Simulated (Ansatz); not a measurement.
Ansatz (a quantum-chemistry and plane-wave program) input file for (E)-2-chloro-1,3,3-trifluoroprop-1-ene (C3H2ClF3), SMILES FC(/C(Cl)=C\F)F, B3LYP-D3(BJ)/def2-SVP. 

Ansatz 0.2 input:
```yaml
crystal:
  periodic: [false, false, false]
  atoms:
    - {symbol: F, position_ang: [0.61008974, -1.87371130, 0.97875524]}
    - {symbol: C, position_ang: [1.12606605, -0.71459570, 0.59599367]}
    - {symbol: C, position_ang: [0.39534777, 0.22325675, -0.00115553]}
    - {symbol: Cl, position_ang: [1.11860229, 1.70546655, -0.47461070]}
    - {symbol: C, position_ang: [-1.07870240, 0.08136877, -0.30727964]}
    - {symbol: F, position_ang: [-1.30621537, -0.99007159, -1.09946723]}
    - {symbol: F, position_ang: [-1.78924843, -0.12325755, 0.82459947]}
    - {symbol: H, position_ang: [2.17954478, -0.62221807, 0.81836961]}
    - {symbol: H, position_ang: [-1.48368538, 0.97247159, -0.81032582]}
basis:
  gaussian:
    orbitals: def2-SVP
hamiltonian:
  xc: b3lyp
  dispersion: d3bj
relax: {f_tol: 0.002, max_steps: 200}
```

Output:

```
[...]
reference -23803.30945124 eV, -874.7554878704 hartree; 32, 32 occupied and 80, 80 virtual orbitals, 1204 factors
relax step  17: F+E_penalty+E_count = -23803.65395965 eV  Δ(F+E_penalty+E_count) = -3.910e-3 eV  max|allowed force component| = 4.695e-2 eV/Å  Δτ_max = 0.0749 Å  (28 SCF iters, accepted)
these checks for a lower state are left out or cut short: starts, cluster_reference, orbital_swaps, neighbouring_geometries, increment
integrals: 0.07 GiB planned
1204 factors; integrals over basis functions are off by at most 3.4e-4 eV
mean field: 0.55 GiB planned
mean field evaluation 128: about -23803.3128 eV, gradient 1.2e-5 eV
mean field -23803.31283629 eV, -874.7556122689 hartree, gradient 1.2e-5 eV, S^2 0.000000; 0 other end points of the search recorded, 0 dependent functions left out
the calculation of the forces begins
reference -23803.31303080 eV, -874.7556194169 hartree; 32, 32 occupied and 80, 80 virtual orbitals, 1204 factors
relax step  18: F+E_penalty+E_count = -23803.65734085 eV  Δ(F+E_penalty+E_count) = -3.381e-3 eV  max|allowed force component| = 1.914e-1 eV/Å  Δτ_max = 0.1097 Å  (29 SCF iters, accepted)
these checks for a lower state are left out or cut short: starts, cluster_reference, orbital_swaps, neighbouring_geometries, increment
integrals: 0.07 GiB planned
1204 factors; integrals over basis functions are off by at most 3.6e-4 eV
mean field: 0.55 GiB planned
mean field -23803.31274601 eV, -874.7556089509 hartree, gradient 2.0e-5 eV, S^2 0.000000; 0 other end points of the search recorded, 0 dependent functions left out
the calculation of the forces begins
reference -23803.31294065 eV, -874.7556161037 hartree; 32, 32 occupied and 80, 80 virtual orbitals, 1204 factors
relax step  19: F+E_penalty+E_count = -23803.65704590 eV  Δ(F+E_penalty+E_count) = +2.949e-4 eV  max|allowed force component| = 2.375e-1 eV/Å  Δτ_max = 0.0687 Å  (29 SCF iters, rejected (line search))
these checks for a lower state are left out or cut short: starts, cluster_reference, orbital_swaps, neighbouring_geometries, increment
integrals: 0.07 GiB planned
1204 factors; integrals over basis functions are off by at most 3.4e-4 eV
mean field: 0.55 GiB planned
mean field -23803.31549628 eV, -874.7557100217 hartree, gradient 2.0e-5 eV, S^2 0.000000; 0 other end points of the search recorded, 0 dependent functions left out
the calculation of the forces begins
reference -23803.31569081 eV, -874.7557171703 hartree; 32, 32 occupied and 80, 80 virtual orbitals, 1204 factors
relax step  20: F+E_penalty+E_count = -23803.66006274 eV  Δ(F+E_penalty+E_count) = -2.722e-3 eV  max|allowed force component| = 9.125e-2 eV/Å  Δτ_max = 0.0343 Å  (29 SCF iters, accepted)
these checks for a lower state are left out or cut short: starts, cluster_reference, orbital_swaps, neighbouring_geometries, increment
integrals: 0.07 GiB planned
1204 factors; integrals over basis functions are off by at most 3.5e-4 eV
mean field: 0.55 GiB planned
mean field -23803.31691434 eV, -874.7557621341 hartree, gradient 2.0e-5 eV, S^2 0.000000; 0 other end points of the search recorded, 0 dependent functions left out
the calculation of the forces begins
reference -23803.31710849 eV, -874.7557692693 hartree; 32, 32 occupied and 80, 80 virtual orbitals, 1204 factors
relax step  21: F+E_penalty+E_count = -23803.66179228 eV  Δ(F+E_penalty+E_count) = -1.730e-3 eV  max|allowed force component| = 4.831e-2 eV/Å  Δτ_max = 0.0415 Å  (29 SCF iters, accepted)
these checks for a lower state are left out or cut short: starts, cluster_reference, orbital_swaps, neighbouring_geometries, increment
integrals: 0.07 GiB planned
1204 factors; integrals over basis functions are off by at most 3.6e-4 eV
mean field: 0.55 GiB planned
mean field -23803.31765134 eV, -874.7557892186 hartree, gradient 1.9e-5 eV, S^2 0.000000; 0 other end points of the search recorded, 0 dependent functions left out
the calculation of the forces begins
reference -23803.31784288 eV, -874.7557962575 hartree; 32, 32 occupied and 80, 80 virtual orbitals, 1204 factors
relax step  22: F+E_penalty+E_count = -23803.66229780 eV  Δ(F+E_penalty+E_count) = -5.055e-4 eV  max|allowed force component| = 2.522e-1 eV/Å  Δτ_max = 0.1237 Å  (29 SCF iters, accepted)
these checks for a lower state are left out or cut short: starts, cluster_reference, orbital_swaps, neighbouring_geometries, increment
integrals: 0.07 GiB planned
1204 factors; integrals over basis functions are off by at most 3.7e-4 eV
mean field: 0.55 GiB planned
mean field evaluation 160: about -23803.3205 eV, gradient 5.6e-5 eV
mean field -23803.32046618 eV, -874.7558926620 hartree, gradient 2.0e-5 eV, S^2 0.000000; 0 other end points of the search recorded, 0 dependent functions left out
the calculation of the forces begins
reference -23803.32065703 eV, -874.7558996757 hartree; 32, 32 occupied and 80, 80 virtual orbitals, 1204 factors
relax step  23: F+E_penalty+E_count = -23803.66521749 eV  Δ(F+E_penalty+E_count) = -2.920e-3 eV  max|allowed force component| = 6.771e-2 eV/Å  Δτ_max = 0.0305 Å  (30 SCF iters, accepted)
these checks for a lower state are left out or cut short: starts, cluster_reference, orbital_swaps, neighbouring_geometries, increment
integrals: 0.07 GiB planned
1204 factors; integrals over basis functions are off by at most 3.7e-4 eV
mean field: 0.55 GiB planned
mean field -23803.32087539 eV, -874.7559077002 hartree, gradient 2.0e-5 eV, S^2 0.000000; 0 other end points of the search recorded, 0 dependent functions left out
the calculation of the forces begins
reference -23803.32106599 eV, -874.7559147048 hartree; 32, 32 occupied and 80, 80 virtual orbitals, 1204 factors
relax step  24: F+E_penalty+E_count = -23803.66570307 eV  Δ(F+E_penalty+E_count) = -4.856e-4 eV  max|allowed force component| = 3.787e-2 eV/Å  Δτ_max = 0.0120 Å  (30 SCF iters, accepted)
these checks for a lower state are left out or cut short: starts, cluster_reference, orbital_swaps, neighbouring_geometries, increment
integrals: 0.07 GiB planned
1204 factors; integrals over basis functions are off by at most 3.7e-4 eV
mean field: 0.55 GiB planned
mean field -23803.32090941 eV, -874.7559089502 hartree, gradient 2.0e-5 eV, S^2 0.000000; 0 other end points of the search recorded, 0 dependent functions left out
the calculation of the forces begins
reference -23803.32109987 eV, -874.7559159499 hartree; 32, 32 occupied and 80, 80 virtual orbitals, 1204 factors
relax step  25: F+E_penalty+E_count = -23803.66567059 eV  Δ(F+E_penalty+E_count) = +3.248e-5 eV  max|allowed force component| = 7.701e-2 eV/Å  Δτ_max = 0.0123 Å  (30 SCF iters, rejected (line search))
these checks for a lower state are left out or cut short: starts, cluster_reference, orbital_swaps, neighbouring_geometries, increment
integrals: 0.07 GiB planned
1204 factors; integrals over basis functions are off by at most 3.7e-4 eV
mean field: 0.55 GiB planned
mean field -23803.32085885 eV, -874.7559070922 hartree, gradient 1.5e-5 eV, S^2 0.000000; 0 other end points of the search recorded, 0 dependent functions left out
the calculation of the forces begins
reference -23803.32104928 eV, -874.7559140904 hartree; 32, 32 occupied and 80, 80 virtual orbitals, 1204 factors
relax step  26: F+E_penalty+E_count = -23803.66573448 eV  Δ(F+E_penalty+E_count) = -3.141e-5 eV  max|allowed force component| = 3.886e-2 eV/Å  Δτ_max = 0.0059 Å  (24 SCF iters, accepted)
these checks for a lower state are left out or cut short: starts, cluster_reference, orbital_swaps, neighbouring_geometries, increment
integrals: 0.07 GiB planned
1204 factors; integrals over basis functions are off by at most 3.7e-4 eV
mean field: 0.55 GiB planned
mean field -23803.32098528 eV, -874.7559117385 hartree, gradient 1.7e-5 eV, S^2 0.000000; 0 other end points of the search recorded, 0 dependent functions left out
the calculation of the forces begins
reference -23803.32117563 eV, -874.7559187337 hartree; 32, 32 occupied and 80, 80 virtual orbitals, 1204 factors
relax step  27: F+E_penalty+E_count = -23803.66582675 eV  Δ(F+E_penalty+E_count) = -9.227e-5 eV  max|allowed force component| = 1.019e-2 eV/Å  Δτ_max = 0.0081 Å  (24 SCF iters, accepted)
these checks for a lower state are left out or cut short: starts, cluster_reference, orbital_swaps, neighbouring_geometries, increment
integrals: 0.07 GiB planned
1204 factors; integrals over basis functions are off by at most 3.7e-4 eV
mean field: 0.55 GiB planned
mean field evaluation 192: about -23803.3210 eV, gradient 3.6e-5 eV
mean field -23803.32100528 eV, -874.7559124736 hartree, gradient 5.9e-5 eV, S^2 0.000000; 0 other end points of the search recorded, 0 dependent functions left out
the calculation of the forces begins
reference -23803.32119564 eV, -874.7559194694 hartree; 32, 32 occupied and 80, 80 virtual orbitals, 1204 factors
relax step  28: F+E_penalty+E_count = -23803.66584965 eV  Δ(F+E_penalty+E_count) = -2.289e-5 eV  max|allowed force component| = 3.877e-3 eV/Å  Δτ_max = 0.0018 Å  (21 SCF iters, accepted)
these checks for a lower state are left out or cut short: starts, cluster_reference, orbital_swaps, neighbouring_geometries, increment
integrals: 0.07 GiB planned
1204 factors; integrals over basis functions are off by at most 3.7e-4 eV
mean field: 0.55 GiB planned
mean field -23803.32100858 eV, -874.7559125949 hartree, gradient 5.2e-5 eV, S^2 0.000000; 0 other end points of the search recorded, 0 dependent functions left out
the calculation of the forces begins
reference -23803.32119895 eV, -874.7559195907 hartree; 32, 32 occupied and 80, 80 virtual orbitals, 1204 factors
relax step  29: F+E_penalty+E_count = -23803.66585316 eV  Δ(F+E_penalty+E_count) = -3.517e-6 eV  max|allowed force component| = 3.763e-3 eV/Å  Δτ_max = 0.0011 Å  (20 SCF iters, accepted)
these checks for a lower state are left out or cut short: starts, cluster_reference, orbital_swaps, neighbouring_geometries, increment
integrals: 0.07 GiB planned
1204 factors; integrals over basis functions are off by at most 3.7e-4 eV
mean field: 0.55 GiB planned
mean field -23803.32101242 eV, -874.7559127360 hartree, gradient 8.5e-5 eV, S^2 0.000000; 0 other end points of the search recorded, 0 dependent functions left out
the calculation of the forces begins
reference -23803.32120277 eV, -874.7559197311 hartree; 32, 32 occupied and 80, 80 virtual orbitals, 1204 factors
relax step  30: F+E_penalty+E_count = -23803.66585560 eV  Δ(F+E_penalty+E_count) = -2.434e-6 eV  max|allowed force component| = 1.878e-3 eV/Å  Δτ_max = 0.0020 Å  (20 SCF iters, accepted)
integrals: 0.07 GiB planned
1204 factors; integrals over basis functions are off by at most 3.7e-4 eV
mean field: 0.55 GiB planned
mean field -23803.32101242 eV, -874.7559127360 hartree, gradient 8.5e-5 eV, S^2 0.000000; 1 other end points of the search recorded, 0 dependent functions left out
the calculation of the forces begins
reference -23803.32120277 eV, -874.7559197312 hartree; 32, 32 occupied and 80, 80 virtual orbitals, 1204 factors
Total energy: -23803.66604594 eV, -874.7685924841 hartree
Atom 0 at     0.827149    -2.060175     0.523940 Å, force     0.000023     0.000211     0.000108 eV/Å
Atom 1 at     1.178324    -0.783493     0.465355 Å, force    -0.001878     0.000537    -0.000765 eV/Å
Atom 2 at     0.347364     0.197880     0.096250 Å, force     0.000622    -0.000565     0.000153 eV/Å
Atom 3 at     0.935527     1.837588     0.079295 Å, force    -0.000300     0.000004     0.000365 eV/Å
Atom 4 at    -1.099486     0.071010    -0.308396 Å, force     0.000270    -0.000326     0.000062 eV/Å
Atom 5 at    -1.443159    -1.222397    -0.494510 Å, force     0.000126    -0.000087     0.000300 eV/Å
Atom 6 at    -1.900530     0.586119     0.660728 Å, force     0.000393     0.000138     0.000077 eV/Å
Atom 7 at     2.219708    -0.598500     0.743304 Å, force     0.000612     0.000025     0.000071 eV/Å
Atom 8 at    -1.293098     0.630677    -1.241087 Å, force     0.000133     0.000064    -0.000371 eV/Å
Dipole moment:     0.336845     0.132221    -0.148127 e Å
```

Self-consistency was reached.

Cost: around 2.3 core-minutes (rough).
